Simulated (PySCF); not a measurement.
Molecule: 2,2,2-trifluoroacetaldehyde, C$_{2}$HF$_{3}$O, net charge 0, singlet state. SMILES: O=CC(F)(F)F
Structure (B3LYP-D3(BJ)/def2-TZVP (Ansatz) minimum search):
```xyz
7

O      1.7267    -0.8687    -0.6764
C      1.1817     0.1035    -0.2544
C     -0.3170     0.1282     0.1148
F     -0.4462     0.4647     1.4121
F     -0.9157    -1.0378    -0.0890
F     -0.9367     1.0716    -0.6193
H      1.6852     1.0729    -0.0863
```
Charge 0, spin multiplicity 1.

Dispersion corrections to the total energy (kcal/mol) from the dftd3 and dftd4 libraries through PySCF: D3(BJ) without and D4 with the three-body term, each with the damping fitted for the functional named.

```csv
functional,D3(BJ),D4
LC-wPBE,-2.08,?
TPSSh,-2.65,?
BLYP,-5.02,-6.00
CAM-B3LYP,-1.68,-2.12
revPBE,-6.39,-9.69
BP86,-3.53,-3.32
BHLYP,?,-2.77
```

Task: Complete the blanks.

Result: 
- LC-wPBE, D4: -2.87
- TPSSh, D4: -3.21
- BHLYP, D3(BJ): -3.06
